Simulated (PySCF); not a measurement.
This PySCF input asks for the NMR shieldings of SMILES [SiH3]C[C@H]1C[SiH2][SiH2]1, C3H12Si3; the geometry comes from GFN2-xTB.

```python
import basis_set_exchange as bse
import numpy as np
from pyscf import gto, dft
from pyscf.prop import nmr

atoms = """
Si   -2.725506    0.272010    0.181234
C    -1.123822   -0.592611    0.719116
C     0.138864    0.221862    0.465819
C     1.417902   -0.443934    1.040349
Si    2.704141    0.014297   -0.312037
Si    0.692937    0.512703   -1.363766
H    -2.849681    1.554295    0.880134
H    -3.870140   -0.579787    0.517251
H    -2.704959    0.510824   -1.263810
H    -1.036172   -1.555621    0.207707
H    -1.190562   -0.821962    1.788704
H     0.014894    1.195988    0.953122
H     1.281124   -1.526500    1.084979
H     1.633305   -0.121343    2.059034
H     3.599943    1.100074    0.106008
H     3.571247   -1.105809   -0.698560
H     0.331453    1.837773   -1.881687
H     0.106272   -0.465940   -2.289532
"""
names = dict.fromkeys(["Si", "C", "H"], "pcSseg-1")
basis = {el: gto.basis.parse(bse.get_basis(n, elements=[el], fmt="nwchem")) for el, n in names.items()}
mol = gto.M(atom=atoms, basis=basis, charge=0, verbose=0)
mf = dft.RKS(mol, xc="PBE0")
mf.grids.level = 2
mf.grids.alignment = dft.numint.BLKSIZE   # the property module wants whole blocks of grid points
mf.conv_tol = 1e-9
mf.kernel()

calc = nmr.RKS(mf)   # GIAO
C = mf.mo_coeff
Co = C[:, mf.mo_occ > 0]
resp = mf.gen_response(singlet=True, hermi=2)
def vind(x):   # induced exchange potential for any number of trial vectors
    d = np.einsum("pi,xij,qj->xpq", C, 2 * x.reshape(-1, C.shape[1], Co.shape[1]), Co, optimize=True)
    return np.einsum("xpq,pi,qj->xij", resp(d - d.transpose(0, 2, 1)), C, Co, optimize=True).ravel()
mo1, _ = nmr.rhf.solve_mo1(calc, with_cphf=vind)
sigma = calc.kernel(mo1)
for i, s in enumerate(sigma):   # ppm
    print("%2d %-2s %9.2f" % (i, mol.atom_pure_symbol(i), np.trace(s) / 3))
```

Q: What are the results?

A: 
```
 0 Si    424.98
 1 C     164.37
 2 C     159.75
 3 C     162.93
 4 Si    419.74
 5 Si    395.62
 6 H      28.06
 7 H      27.85
 8 H      27.97
 9 H      30.67
10 H      30.51
11 H      29.72
12 H      30.39
13 H      29.62
14 H      27.25
15 H      27.26
16 H      27.03
17 H      27.32
```

These numbers come from an equivalent density-fitted implementation of the same equations, which agrees with the script to about 0.01 ppm for H and up to a few tenths of a ppm for heavy atoms, so last digits may differ.

Q: Turn these shieldings into chemical shifts. Chemical shifts δ = σref − σ; ²⁹Si (349.16 ppm), ¹³C (186.93 ppm), ¹H (31.72 ppm) against TMS, all at this level.

A: Averaging equivalent atoms: Si 5: -46.5; Si 4: -70.6; Si 0: -75.8; C 2: 27.2; C 3: 24.0; C 1: 22.6; H 16: 4.69; H 14: 4.47; H 15: 4.46; H 17: 4.40; H 6/7/8: 3.76; H 13: 2.10; H 11: 2.00; H 12: 1.33; H 10: 1.20; H 9: 1.05 ppm. 

Size and cost of the density-fitted run: 183 basis functions, 26 s wall time on 1 thread of an Intel Xeon Platinum 8488C, shared host; peak memory 0.83 GiB.
